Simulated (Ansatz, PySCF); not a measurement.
Molecule: CaF2, net charge 1, doublet state. 
Coordinates optimised at B3LYP-D3(BJ)/def2-TZVP (Ansatz, a first-principles code):
```xyz
3

Ca     0.7644     0.3191     0.2073
F     -0.9833     0.3939    -0.8880
F     -0.7154    -1.1029     0.4273
```
Charge +1, spin multiplicity 2.

Total electronic energies in hartree. Correlated levels leave the core frozen unless marked. Open shells are spin-unrestricted. Spin-orbit coupling is left out. Frozen are the shells of the preceding noble gas and the d and f shells that filled before the atom's block. The outer core of K, Ca and their heavier congeners is not correlated, a term that matters for these elements. No relativistic terms.  The program attaches cautions to a run behind CCSD/def2-TZVPPD: other roots. The program attaches cautions to a run behind CCSD(T)/6-31G: other roots. The program attaches cautions to a run behind CCSD(T)/def2-SVP: other roots.

The Hartree-Fock reference is unstable (checked in the largest basis), which strains HF and MP2. 

| level | program | energy (Eh) |
|---|---|---|
| HF-D4/def2-TZVPD | PySCF + dftd4 | -875.50330 |
| RI-HF/def2-TZVPP | Ansatz | -875.49297 |
| RI-HF/def2-QZVPPD | Ansatz | -875.52200 |
| SVWN5/def2-TZVPD | Ansatz | -874.03047 |
| BLYP-D3(BJ)/def2-TZVPD | Ansatz + dftd3 | -877.13842 |
| BLYP-D4/def2-TZVPD | Ansatz + dftd4 | -877.13913 |
| BP86-D3(BJ)/def2-TZVPD | PySCF + dftd3 | ___ |
| M06-L-D4/def2-TZVPD | PySCF + dftd4 | -877.10041 |
| M06-L/def2-TZVPD | PySCF | -877.10033 |
| B97M-V/def2-TZVPD | Ansatz | -876.88568 |
| PBE0-D4/def2-TZVP | Ansatz + dftd4 | -876.75249 |
| TPSSh-D3(BJ)/def2-TZVPD | PySCF + dftd3 | ___ |
| PW6B95-D3(BJ)/def2-TZVPD | PySCF + dftd3 | -877.79206 |
| PW6B95-D4/def2-TZVPD | PySCF + dftd4 | -877.79270 |
| HSE06/def2-TZVPD | Ansatz | -876.73995 |
| CAM-B3LYP/def2-TZVPD | PySCF | -877.10710 |
| wB97M-V/def2-TZVPD | Ansatz | ___ |
| wB97X-V/def2-TZVPD | Ansatz | -876.96176 |
| B2PLYP-D3(BJ)/def2-TZVPD | Ansatz + dftd3 | -876.81458 |
| CCSD/def2-TZVPPD | Ansatz | -876.02053 |
| CCSD(T)/6-31G | Ansatz | -875.61500 |
| CCSD(T)/def2-SVP | Ansatz | -875.55711 |

Q: Some entries are withheld; supply them.

A: 
- BP86-D3(BJ)/def2-TZVPD, energy (Eh): -877.19985
- TPSSh-D3(BJ)/def2-TZVPD, energy (Eh): -877.14210
- wB97M-V/def2-TZVPD, energy (Eh): -877.04419
